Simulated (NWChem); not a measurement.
System: C2H2F2OSi; SMILES O1C=C[Si]1(F)F

Input file for NWChem:

```
start job
memory heap 200 mb stack 900 mb global 1100 mb
geometry units angstroms noautosym nocenter noautoz
  F      0.029718    -1.306118    -1.271135
  Si     0.094535    -0.335487     0.000000
  F      0.029718    -1.306118     1.271135
  C      1.075782     1.189752     0.000000
  C     -0.143671     1.772753     0.000000
  O     -1.156389     0.837190     0.000000
  H      2.062988     1.641492     0.000000
  H     -0.453819     2.823892     0.000000
end
basis spherical
  * library 6-31g*
end
dft
  xc xpbe96 cpbe96
  iterations 150
end
cosmo
  do_cosmo_smd true
  solvent water
end
task dft energy
```

Excerpt of the output:

```
             Northwest Computational Chemistry Package (NWChem) 7.3.0
             --------------------------------------------------------

                             Geometry "geometry" -> ""
                             -------------------------

 Output coordinates in angstroms (scale by  1.889725989 to convert to a.u.)

  No.       Tag          Charge          X              Y              Z
 ---- ---------------- ---------- -------------- -------------- --------------
    1 F                    9.0000     0.02971800    -1.30611800    -1.27113500
    2 Si                  14.0000     0.09453500    -0.33548700     0.00000000
    3 F                    9.0000     0.02971800    -1.30611800     1.27113500
    4 C                    6.0000     1.07578200     1.18975200     0.00000000
    5 C                    6.0000    -0.14367100     1.77275300     0.00000000
    6 O                    8.0000    -1.15638900     0.83719000     0.00000000
    7 H                    1.0000     2.06298800     1.64149200     0.00000000
    8 H                    1.0000    -0.45381900     2.82389200     0.00000000

 Effective nuclear repulsion energy (a.u.)     309.6305911733

  pbe96 is a nonlocal functional; adding pw91lda local functional.

                                 NWChem DFT Module
                                 -----------------

 Summary of "ao basis" -> "ao basis" (spherical)
 ------------------------------------------------------------------------------
       Tag                 Description            Shells   Functions and Types
 ---------------- ------------------------------  ------  ---------------------
 F                           6-31g*                  6       14   3s2p1d
 Si                          6-31g*                  8       18   4s3p1d
 C                           6-31g*                  6       14   3s2p1d
 O                           6-31g*                  6       14   3s2p1d
 H                           6-31g*                  2        2   2s

 in cosmo_initialize ...
 calling solv_data for solv:h2o

 solvent parameters
 solvname_short: h2o
 solvname_long:  water
 dielec:       78.4000
 dielecinf:     1.7769
 aqueous SMD model solvent descriptors
 dielec:       78.4000
 sola:          0.8200

          ---------------
          -cosmo- solvent
          ---------------
 Cosmo: York-Karplus, doi: 10.1021/jp992097l
 dielectric constant -eps-     =  78.40
 screen = (eps-1)/(eps    )    =   0.98724
 surface charge correction     = lagrangian

[...]

                                COSMO-SMD solvation results
                                ---------------------------

             internal energy in gas <Psi(g)|H|Psi(g)> =      -641.390266593615
         internal energy in solvent <Psi(s)|H|Psi(s)> =      -641.389102738191
                               delta internal energy  =         0.001163855423 (    0.73 kcal/mol)
   total free energy in solvent <Psi(s)|H+V/2|Psi(s)> =      -641.397077679183
 polarization energy contribution <Psi(s)|V/2|Psi(s)> =        -0.007974940991 (   -5.00 kcal/mol)
    total free energy in solvent including G(SMD-CDS) =      -641.390595644501
                       G(SMD-CDS) energy contribution =         0.006482034681 (    4.07 kcal/mol)
     1 M fixed-concentration free energy of solvation =        -0.000329050886 (   -0.21 kcal/mol)

                       DFT Final Molecular Orbital Analysis
                       ------------------------------------

 Vector   25  Occ=2.000000D+00  E=-3.176359D-01
              MO Center= -5.3D-01,  1.1D+00, -3.8D-10, r^2= 2.4D+00
   Bfn.  Coefficient  Atom+Function         Bfn.  Coefficient  Atom+Function
  ----- ------------  ---------------      ----- ------------  ---------------
    77      0.401051  6 O  px                81      0.258085  6 O  px
    78     -0.232743  6 O  py                49      0.231343  4 C  px
    63     -0.220121  5 C  px                20      0.184800  2 Si s
    91      0.157757  8 H  s                 64      0.154927  5 C  py
    80     -0.154144  6 O  s                 22      0.149075  2 Si py

 Vector   26  Occ=2.000000D+00  E=-3.010092D-01
              MO Center=  4.6D-01,  6.5D-01,  1.8D-09, r^2= 2.6D+00
   Bfn.  Coefficient  Atom+Function         Bfn.  Coefficient  Atom+Function
  ----- ------------  ---------------      ----- ------------  ---------------
    50      0.385638  4 C  py                77      0.254875  6 O  px
    21     -0.222537  2 Si px                20     -0.190938  2 Si s
    54      0.191777  4 C  py                81      0.185838  6 O  px
    52     -0.159827  4 C  s                 22     -0.154945  2 Si py
    64     -0.137748  5 C  py                24     -0.132437  2 Si s

 Vector   27  Occ=2.000000D+00  E=-2.174691D-01
              MO Center=  1.0D-01,  1.1D+00,  3.7D-10, r^2= 2.0D+00
   Bfn.  Coefficient  Atom+Function         Bfn.  Coefficient  Atom+Function
  ----- ------------  ---------------      ----- ------------  ---------------
    79     -0.414775  6 O  pz                51      0.398383  4 C  pz
    83     -0.337061  6 O  pz                55      0.326689  4 C  pz
    65      0.247240  5 C  pz                69      0.146759  5 C  pz
    31     -0.050290  2 Si d  1               3      0.048561  1 F  px
    35     -0.048561  3 F  px                 7      0.032191  1 F  px

 Vector   28  Occ=0.000000D+00  E=-4.806175D-02
              MO Center=  2.2D-01,  1.2D+00, -1.2D-09, r^2= 2.4D+00
   Bfn.  Coefficient  Atom+Function         Bfn.  Coefficient  Atom+Function
  ----- ------------  ---------------      ----- ------------  ---------------
    69      0.559979  5 C  pz                65      0.511712  5 C  pz
    55     -0.403496  4 C  pz                51     -0.298244  4 C  pz
    27     -0.276990  2 Si pz                23     -0.244880  2 Si pz
    83     -0.152907  6 O  pz                79     -0.144350  6 O  pz
     6     -0.132167  1 F  s                 38      0.132167  3 F  s

[...]
```

Level: PBE/6-31G* (spherical d), SMD on the gas-phase geometry. All runs use the structure optimised with PBE0/def2-SVP. Solvent: water.
